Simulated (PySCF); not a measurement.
In(Cl)(Me)2, C2H6ClIn, SMILES [Cl][In]([CH3])[CH3] at its PBE0/def2-SVP optimised geometry (Å):

```
10

In    -0.3055     0.0297     0.0000
Cl     2.0815     0.0297     0.0000
C     -1.0881    -1.9722    -0.0079
H     -1.7455    -2.1199    -0.8774
H     -1.6747    -2.1485     0.9060
H     -0.2555    -2.6867    -0.0511
C     -1.0792     2.0346     0.0000
H     -2.0815     2.0800     0.4482
H     -1.1385     2.3911    -1.0396
H     -0.3909     2.6867     0.5551
```

Method: PBE0/def2-TZVP, def2 effective core potentials past Kr run with PySCF. The core electrons that the potentials of In replace are not part of the density.

Map of the electrostatic potential (hartree/e), clipped to [-0.08, 0.12] on the plane z = 0.6 Å:

```
|22222222222222222222222222222|
|33332222222222222222222222222|
|33333222222223332222222222222|
|33333322222233333222222222222|
|33333333222346543222221111112|
|33333333333599963222111111111|
|33333345668999984221111111111|
|33333469999999973211111111111|
|33334589999999953211000001111|
|33334579999999643210000000111|
|33334458999999875310000000011|
|33333445568999998434431000011|
|33333444579999999899995100011|
|33333444699999999999999300001|
|33333445699999999999999400001|
|33333444689999999999999300001|
|33333344569999999789994100011|
|33333334469999997433320000011|
|33333334699999864210000000011|
|33333335999999543210000000111|
|33333335999999643211000001111|
|33333335999999853221111111111|
|33333333578889853221111111111|
|33333333333346643222111111111|
|33333322222233433222221111122|
|33333222222223333222222222222|
|33332222222222322222222222222|
|22222222222222222222222222222|
|22222222222222222222222222222|
```
Scale: ten equal steps from -0.045 (start of '0') to 0.120 (end of '9'), in the order '0123456789'; x runs from -5.00 to 5.00, y from -5.00 (bottom) to 5.00 (top).
